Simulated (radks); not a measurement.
La I, configuration [Xe] 5d2 6p1 (not the ground configuration). Method: scalar-relativistic Kohn-Sham, PBEsol, spin-unpolarised, spherical densities, point nucleus; computed with a radial shooting solver on a logarithmic mesh with Libxc functionals. Some entries of the table are withheld. Estimate them.

orbital  occ.  eigenvalue (eV)  <r> (bohr)  <r^2> (bohr^2)
1s          2        -38734.10     0.02508       0.0008542
2s          2        -6165.858      0.1075         0.01363
2p          6        -5526.862     0.09426         0.01085
3s          2              (1)      0.2853         0.09302
3p          6        -1114.113      0.2833         0.09304
3d         10        -820.8270      0.2600         0.07976
4s          2        -265.5438      0.6544          0.4830
4p          6        -199.1865      0.6933          0.5464
4d         10        -103.1867      0.7678          0.6837
5s          2         -38.4480       1.561           2.738
5p          6              (2)       1.814           3.731
5d          2          -3.0128       3.096           11.68
6p          1          -1.5861       6.221           44.13

Answer. 
(1) 3s eigenvalue (eV): -1318.131
(2) 5p eigenvalue (eV): -22.0127
